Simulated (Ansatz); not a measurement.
The cluster Mo2P2 (the lowest singlet isomer of a short search) was relaxed with r2SCAN-D4 (def2-SVP) in Ansatz in these states: charge +1 doublet, neutral quintet, neutral triplet. The geometries follow in no particular order.

In the def2 sets Mo takes a core potential; there is no spin–orbit coupling.

A:

Cartesian coordinates in Å:
```
Mo -0.368 0.325 -1.125
Mo -0.591 -0.465 0.970
P 0.806 -1.536 -0.494
P 0.153 1.676 0.648
```

B:

```xyz
4

Mo    0.982    0.446    0.377
Mo   -0.982   -0.446   -0.377
P     0.812   -0.206   -1.870
P    -0.812    0.206    1.870
```

C:

```tsv
atom	x (Å)	y (Å)	z (Å)
Mo1	0.920	0.700	0.190
Mo2	-0.255	-1.032	-0.494
P3	-0.015	-0.694	1.787
P4	-0.650	1.026	-1.483
```

Q: Judge from the bond lengths which geometry belongs to which state (an estimate).

A: A is the charge +1 doublet (Mo1–Mo2 2.250 Å, Mo1–P4 2.289 Å, Mo1–P3 2.289 Å); B is the neutral quintet (Mo1–Mo2 2.285 Å, Mo1–P4 2.346 Å, Mo1–P3 2.346 Å); C is the neutral triplet (Mo1–Mo2 2.201 Å, Mo1–P4 2.318 Å, Mo1–P3 2.317 Å).

At r2SCAN-D4/def2-SVP the relaxed charge 1 doublet is spin-contaminated (final ⟨S²⟩ up to 0.87, 0.75 for a pure state). At PBE0-D4/def2-TZVP a triplet lies 0.79 eV below the neutral quintet. These are the stationary points nearest to one start from a short search; other shapes may lie lower in each state.
